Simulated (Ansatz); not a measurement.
`[OH][Mo](=[S])(=[S])[Cl]` + HCl → `[S]=[Mo](=[S])([Cl])[Cl]` + H₂O at 700 K and 1 bar (ligand exchange at a Mo–O bond).

Calculated with Ansatz (gas phase, PBE0-D4/def2-TZVP geometries, no zero-point term in ΔE). CCSD(T)/CBS is the MP2 limit (def2-TZVPP, def2-QZVPP) plus CCSD(T) − MP2 in def2-TZVPP, frozen cores. This one scheme is used for every species. Elements past krypton have def2 core potentials. For Mo outer-core shells are correlated without core-valence functions, which leaves a few kJ/mol of doubt a bond. Each species was taken in one conformer, which may not be the lowest.

```json
{"species": "`[OH][Mo](=[S])(=[S])[Cl]`", "CCSD(T)/CBS energy (Eh)": "-1399.40594", "H − E (kJ/mol)": "114.7", "S (J/(mol·K))": "455.9"}
{"species": "HCl", "CCSD(T)/CBS energy (Eh)": "-460.38127", "H − E (kJ/mol)": "38.4", "S (J/(mol·K))": "211.8"}
{"species": "`[S]=[Mo](=[S])([Cl])[Cl]`", "CCSD(T)/CBS energy (Eh)": "-1783.42327", "H − E (kJ/mol)": "78.1", "S (J/(mol·K))": "446.1"}
{"species": "H₂O", "CCSD(T)/CBS energy (Eh)": "-76.37941", "H − E (kJ/mol)": "80.5", "S (J/(mol·K))": "218.4"}
```

H − E and S are ideal-gas, rigid-rotor, harmonic terms from PBE0-D4/def2-TZVP, for one conformer and one mirror image of each species. 1 Eh = 2625.50 kJ/mol, R = 8.31446 J/(mol·K).

Question: By hand: ΔE, ΔH, ΔS and ΔG.

Answer: ΔE = (-1783.42327) + (-76.37941) − (-1399.40594) − (-460.38127) = -0.01547 Eh = -40.6 kJ/mol. Δ(H − E) = 78.1 + 80.5 − 114.7 − 38.4 = 5.5, so ΔH = -35.1 kJ/mol. ΔS = 446.1 + 218.4 − 455.9 − 211.8 = -3.2 J/(mol·K). ΔG = -35.1 − 700 × (-3.2)/1000 = -32.9 kJ/mol.

Question: By hand: the equilibrium constant, and the temperature at which ΔG would vanish if ΔH and ΔS stayed fixed.

Answer: log₁₀ K = −ΔG/(RT ln 10) = 2.5. ΔG = 0 at ΔH/ΔS = 10969 K, far beyond where these terms or the molecules hold.

The number of gas molecules stays the same, so ΔS is small and ΔH decides. A doubt of 5 kJ/mol in ΔE shifts log₁₀ K by 0.4 here. Other conformers and mirror images would add mixing entropy, several J/(mol·K) or more a flexible species. These are equilibria of isolated gas molecules and say nothing of rates. Largest T1 diagnostic: 0.024 (customary marks: 0.02 for closed shells, 0.045 for open ones).
